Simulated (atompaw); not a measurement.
# Before and after: PAW (atompaw) potential for Fe

Fe, PAW, made with atompaw 4.2.0.5 (PBEsol, scalar-relativistic). Core [Ne], reference 3s2 3p6 3d6 4s0 4p0 (charge +2). Waves: 3s (bound): rc 0.90 bohr; 4s (bound, empty): rc 1.90 bohr; 3p (bound): rc 1.20 bohr; 4p (bound, empty): rc 1.35 bohr; 3d (bound): rc 1.90 bohr; 3d channel at -0.85 Ry: rc 1.90 bohr. Local part: troulliermartins scheme with l = 3 at 0 Ry, radius 1.85 bohr. Core correction: smooth core density matched at 1.40 bohr. Augmentation charge: sinc compensation charge, radius 1.90 bohr; PAW radius 1.90 bohr; waves and projectors: custom polynom2 7 10 vanderbiltortho.

All-electron outer shells of the reference configuration (PBEsol, scalar-relativistic, ld1.x):

| shell | level (eV) | outermost node (bohr) | outermost maximum (bohr) |
| --- | --- | --- | --- |
| 2p | -716.15 | – | 0.18 |
| 3s | -112.17 | 0.33 | 0.70 |
| 3p | -78.35 | 0.30 | 0.72 |
| 3d | -25.68 | – | 0.71 |
| 4s | -19.99 | 1.00 | 2.15 |
| 4p | -14.08 | 1.08 | 2.60 |

Change: local potential bessel scheme, radius 1.85 bohr.

Cutoffs: the cutoffs (Ry, on a coarse ladder) from which the occupation-weighted sum of valence levels, in a spherical-Bessel basis at the reference potential, stays within 10 and 1 mRy of its value at 400 Ry; they do not see the model core or the augmentation charge, which bear on the density cutoff.

Problem. What does the change do?

Solution. The range in which the s phases agree widens (upper end -0.8 → at the end of the scan); neither file shows a bound ghost.

| quantity | base | changed |
| --- | --- | --- |
| cutoff, loose | 300 Ry | 300 Ry |
| cutoff, tight | over 300 Ry | over 300 Ry |
| bound ghosts | none | none |
| s: phases at 1.92 bohr within 0.05 rad from the reference energy up to (Ry; the scan ends near 5) | -0.8 | to the end of the scan |
| p: phases at 1.92 bohr within 0.05 rad from the reference energy up to (Ry; the scan ends near 5) | to the end of the scan | to the end of the scan |
| d: phases at 1.92 bohr within 0.05 rad from the reference energy up to (Ry; the scan ends near 5) | 1.6 | 1.4 |
| lowest overlap eigenvalue by channel | s 0.53, p 0.74, d 0.94 | s 0.60, p 0.60, d 0.96 |

 The cutoffs see the waves, projectors and local potential, not the compensation charge or the core.
